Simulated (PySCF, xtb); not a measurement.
C₄H₈Si, SMILES C1=CC[SiH2]C1. The values are those of a single conformer.

Harmonic wavenumbers (cm⁻¹) from GFN2-xTB in xtb at its own minimum, in rising order: 80, 344, 429, 450, 519, 644, 647, 684, 732, 754, 779, 816, 831, 901, 983, 1021, 1090, 1112, 1135, 1233, 1248, 1316, 1466, 1469, 1718, 2235, 2241, 2952, 2954, 2978, 2980, 3052, 3069.

**Question.** What does PBE0-D3(BJ)/def2-SVP in PySCF give at its own minimum? (The exact figures need the calculation; the answer reports its results.)

**Answer.** 36, 369, 455, 464, 590, 635, 679, 699, 739, 836, 847, 860, 938, 964, 972, 989, 1120, 1123, 1124, 1206, 1237, 1367, 1413, 1413, 1719, 2223, 2224, 3062, 3063, 3108, 3109, 3170, 3193. Paired by order, the mean absolute difference is 50 cm⁻¹ and the zero-point energies are 64.1 and 65.7 kcal/mol.
